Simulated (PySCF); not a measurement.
Start geometry of `[SiH3]C#[N+][GaH3-]` from a UFF structure with every atom displaced at random (by about 0.03 Å) (Å):
```
atom  x, y, z in Å
Si1    2.478   -0.255    0.441
C2     0.593   -0.059    0.298
N3    -0.601    0.033    0.200
Ga4   -2.300    0.184    0.088
H5     2.992    1.148    0.494
H6     2.928   -0.840   -0.775
H7     2.797   -0.961    1.627
H8    -2.851   -0.518   -1.273
H9    -2.827    1.747    0.136
H10   -3.086   -0.556    1.396
```

What comes out of this run: PBE0-D3(BJ)/def2-SVP geometry optimisation, gas phase (PySCF 2.14.0)?

```
atom  x, y, z in Å
Si1    2.4955   -0.1975    0.4219
C2     0.6328   -0.0462    0.2932
N3    -0.5160    0.0424    0.2187
Ga4   -2.6529    0.1951    0.0953
H5     3.0209    1.1880    0.5127
H6     2.9428   -0.8951   -0.8100
H7     2.7634   -0.9881    1.6497
H8    -2.8315   -0.5423   -1.2891
H9    -2.7473    1.7706    0.1243
H10   -2.9831   -0.6035    1.4166
```

The energy falls by 33.6 kcal/mol over 8 energy and gradient evaluations, the largest force component goes from 0.2034 to 1.1e-04 Eh/bohr, and the atoms move by 0.130 Å rms after alignment. The bond that changes most is N3–Ga4 (ends: nitrogen bonded to C and Ga; gallium bonded to N and 3 H), which lengthens by 0.437 Å. Bonds longer at the end by more than 0.005 Å: 3 of 9; shorter: 6. Among the angles that change most is N3–Ga4–H9, from 113.5° to 97.4°. Rotational constants go from 39119, 924.3, 924.0 to 37278, 798.7, 798.7 MHz. The orientation of the end geometry is arbitrary; only internal coordinates are fixed.

The run used 108 basis functions and 52 SCF cycles in all. Hardware: one thread of an Arm Neoverse V1, shared host with 32 logical CPUs at a one-minute load of 28. Cost: 35 s of wall time, 0.43 GiB resident at most.

No frequency check.
